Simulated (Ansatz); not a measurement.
C₂H₂Cl, SMILES [CH]=CCl, multiplicity 2.

The structure is a stationary point at PBE0-D3(BJ)/def2-TZVP. The isomer is the one that the SMILES or the coordinates give; other isomers of the formula were not compared.

Two levels are set side by side: PBE/def2-TZVPD (Ansatz, an electronic-structure program) and CAM-B3LYP/def2-TZVPD (Ansatz). Energy differences of separate SCF runs at the same geometry; the states with an electron removed or added have multiplicity 1 and 1. Differences are taken from unrounded values.

```json
[
 {"quantity": "vertical ionisation energy (eV)", "CAM-B3LYP": "10.13", "PBE": "9.93", "PBE minus CAM-B3LYP": "-0.20"},
 {"quantity": "vertical electron affinity (eV)", "CAM-B3LYP": "1.05", "PBE": "1.12", "PBE minus CAM-B3LYP": "0.07"}
]
```
